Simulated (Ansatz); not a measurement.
Ansatz (a quantum-chemistry and plane-wave program) input (CCSD(T)/def2-SVPD):

Ansatz 0.2 input:
```yaml
crystal:
  periodic: [false, false, false]
  atoms:
    - {symbol: Cl, position_ang: [-0.00000000, -0.00000000, -1.45740920]}
    - {symbol: Br, position_ang: [0.00000000, 0.00000000, 0.70788447]}
basis:
  gaussian:
    orbitals: def2-SVPD
magnetization: {spin_polarized: false}
correlation: {method: ccsd_t, electrons: outside_noble_gas}
output: {forces: true}
```

Output:

```
Functional definition: HF
integrals: 0.04 GiB planned
638 factors; integrals over basis functions are off by at most 7.0e-4 eV
mean field: 0.21 GiB planned
mean field evaluation 1: about -82488.9909 eV, gradient 1.0e1 eV
mean field evaluation 2: about -82489.0754 eV, gradient 1.1e1 eV
mean field evaluation 4: about -82489.4305 eV, gradient 9.1e-1 eV
mean field evaluation 8: about -82489.4352 eV, gradient 1.4e-5 eV
mean field evaluation 16: about -82489.3260 eV, gradient 8.9e-1 eV
mean field -82489.43519004 eV, -3031.4308298865 hartree, gradient 9.5e-7 eV, S^2 0.000000; 0 other end points of the search recorded, 0 dependent functions left out
19 core orbitals not correlated
reference -82489.43519004 eV, -3031.4308298865 hartree; 7, 7 occupied and 42, 42 virtual orbitals, 638 factors
densities: 0.13 GiB planned
second order -7.38578786 eV of doubles, -0.00000000 eV of singles
coupled cluster: 0.11 GiB planned
cycle   1  -7.85558050 eV  change   -4.7e-1 eV  update   5.8e-2
cycle   2  -8.03951129 eV  change   -1.8e-1 eV  update   1.8e-2
cycle   3  -8.06257917 eV  change   -2.3e-2 eV  update   6.2e-3
cycle   4  -8.06152051 eV  change    1.1e-3 eV  update   1.6e-3
cycle   5  -8.06125375 eV  change    2.7e-4 eV  update   5.9e-4
cycle   6  -8.06125923 eV  change   -5.5e-6 eV  update   2.3e-4
cycle   7  -8.06130792 eV  change   -4.9e-5 eV  update   7.0e-5
cycle   8  -8.06132113 eV  change   -1.3e-5 eV  update   2.3e-5
cycle   9  -8.06131892 eV  change    2.2e-6 eV  update   7.6e-6
cycle  10  -8.06131713 eV  change    1.8e-6 eV  update   2.6e-6
perturbative correction -0.23866419 eV, -0.0087707471 hartree
the calculation of the forces begins
Total energy: -82497.73517135 eV, -3031.7358485740 hartree
Atom 0 at    -0.000000    -0.000000    -1.457409 Å, force    -0.000000    -0.000000    -0.785353 eV/Å
Atom 1 at     0.000000     0.000000     0.707884 Å, force    -0.000000    -0.000000     0.785353 eV/Å
Dipole moment:     0.000000     0.000000     0.102883 e Å
```
